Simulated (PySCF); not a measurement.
GeH, SMILES [GeH] (connectivity only; charge and spin as stated), charge +1, multiplicity 1. Atoms are numbered in the order given.

```xyz
2

Ge     0.0000     0.0000    -0.0486
H      0.0000     0.0000     1.5564
```
Charge +1, spin multiplicity 1.

The structure is a stationary point at PBE-D3(BJ)/def2-TZVPD. The multiplicity is an assumed one; other spin states were not compared.

These are TDDFT-B3LYP/def2-TZVPD (PySCF 2.14.0) values and carry that method's errors.

Vertical excitations; the highest root listed may be one member of a degenerate set. Isolated molecule, no solvent. State labels are in the subgroup C2v.

### Question
Estimate the UV-visible absorptions. (The exact figures need the calculation; the answer reports its results.)

### Answer

```tsv
state	symmetry	energy (eV)	λ (nm)	f	main pairs
S1	B1	3.16	392	0.009	HOMO→LUMO (degenerate set)
S2	B2	3.16	392	0.009	HOMO→LUMO+1 (degenerate set)
S3	A1	9.39	132	0.612	HOMO→LUMO+2 61 %, HOMO→LUMO+3 39 %
S4	B2	10.34	120	0.015	HOMO−1→LUMO+1, HOMO→LUMO+5 (degenerate set)
S5	B1	10.34	120	0.015	HOMO−1→LUMO, HOMO→LUMO+4 (degenerate set)
S6	A1	10.54	118	0.452	HOMO→LUMO+3 60 %, HOMO→LUMO+2 36 %
S7	A1	11.09	112	0.000	HOMO→LUMO+6 (degenerate set)
S8	A2	11.09	112	0.000	HOMO→LUMO+7 (degenerate set)
S9	B2	11.75	106	0.805	HOMO→LUMO+5, HOMO−1→LUMO+1 (degenerate set)
S10	B1	11.75	106	0.805	HOMO→LUMO+4, HOMO−1→LUMO (degenerate set)
T1	B2	2.19	567	0	HOMO→LUMO+1 (degenerate set)
T2	B1	2.19	567	0	HOMO→LUMO (degenerate set)
T3	A1	6.94	179	0	HOMO→LUMO+2 95 %
T4	B2	8.15	152	0	HOMO−1→LUMO+1 97 %
```
Triplets are in the Tamm–Dancoff approximation, which puts them higher than full response would, so one can lie above its singlet here.
